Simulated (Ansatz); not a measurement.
H3BSi2, SMILES `B1=[SiH][SiH2]1` (charge 0, multiplicity 1).

Cartesian coordinates (Å):
SMILES: B1=[SiH][SiH2]1
```xyz
6

B      0.3242    -0.1959     1.3650
Si     1.5135     0.3432     0.1386
Si    -1.0013    -0.0031     0.0548
H      2.6369    -0.1502    -0.7056
H     -1.7255     1.2057    -0.4247
H     -1.7478    -1.1997    -0.4279
```
Charge 0, spin multiplicity 1.

Frozen-core energies in cc-pVTZ from Ansatz (an electronic-structure program) at a geometry from PBE0-D3(BJ)/def2-TZVP; the HF reference has <S^2> = 0.00 (restricted, and unstable towards unrestricted orbitals) and the T1 diagnostic is 0.024.

```tsv
level	energy (Ha)
HF	-604.15085
MP2	-604.49115
CCSD	-604.52527
CCSD(T)	-604.55014
```

Q: Estimate the energies of CCSDT and CCSDT(Q), and give each level's difference from CCSDT(Q).

A: 
| level | energy (Ha) | difference from CCSDT(Q) (mHa) |
|---|---|---|
| MP2 | -604.49115 | 62.56 |
| CCSD | -604.52527 | 28.44 |
| CCSD(T) | -604.55014 | 3.57 |
| CCSDT | -604.55123 | 2.48 |
| CCSDT(Q) | -604.55371 | 0.00 |
